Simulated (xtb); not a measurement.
CuI, SMILES [Cu][I], multiplicity 1. All values are semi-empirical tight-binding results from xtb (GFN2-xTB unless named), good for trends rather than for accurate numbers. Geometry optimised at GFN2-xTB. The multiplicity is an assumed one; other spin states were not compared.

For metal compounds this method's bond lengths and energies can be far off.

| Item | Value |
|---|---|
| point group as xtb finds it | C∞v |
| orbital gap | 5.23 eV |
